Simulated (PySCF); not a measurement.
Working with the constants of TmS

ROHF-MP2 constants of TmS, doublet, about 12.7 electrons in the 4f shell (Mulliken), real f orbitals that mix terms (Tm x2c-SVPall, S x2c-SVPall; spin-free X2C with a Gaussian nucleus (PySCF 2.14); masses 168.9342 and 31.9721 u):

```
ωe   : 395.6 cm⁻¹
ωexe : 1.28 cm⁻¹
Be   : 0.11515 cm⁻¹
αe   : 0.000398 cm⁻¹
```

Task: What force constant and bond length do these constants imply?

Result: Reduced mass μred = 26.884 u; k = 5.8918×10⁻⁷·μred·ωe² (u, cm⁻¹, mdyn/Å) = 2.48 mdyn/Å; Re = √(16.8576/(μred·Be)) (u, cm⁻¹, Å) = 2.334 Å.

Task: Estimate the centrifugal constant D from the Kratzer relation and find the Dunham coefficient a1.

Result: D = 4Be³/ωe² = 3.9e-08 cm⁻¹; a1 = −1 − αeωe/(6Be²) = -2.98.

Correlated steps freeze 23 core orbitals. These are scalar-relativistic numbers at best; spin–orbit coupling would shift them, the dissociation energy most. The state is the lowest single determinant that the PBE0 search found; with open d or f shells the true ground state can be another one.
